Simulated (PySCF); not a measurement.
# How methods differ on the ionisation energy of P⁺

P⁺ [Ne] 3s2 3p2 (3P) → P²⁺ [Ne] 3s2 3p1 (2P), as a difference of total energies. Computed with PySCF 2.14 in cc-pVDZ-DK, with the spin-free X2C one-electron Hamiltonian (Gaussian nucleus). Correlated levels: valence: [Ne] frozen. The calculations carry no spin-orbit coupling.

```
           method  ionisation energy (eV)
              UHF                  19.168
           r2SCAN                  19.945
SCS-MP2 (valence)                  19.395
   CCSD (valence)                  19.495
CCSD(T) (valence)                  19.504
```

Task: Estimate what MP2 (valence) gives.

Result: 19.472 eV, closest to CCSD (valence) among the rows shown.

Task: Estimate what MN15 gives.

Result: 19.790 eV, closest to r2SCAN among the rows shown.

The reference lies between the lowest fine-structure levels, while these numbers refer to the centres of the terms.

Errors of the correlated levels include the incompleteness of this basis and the frozen core.

For comparison: 19.769 eV (semi-empirical (NIST evaluation); NIST Atomic Spectra Database, ionization energies).
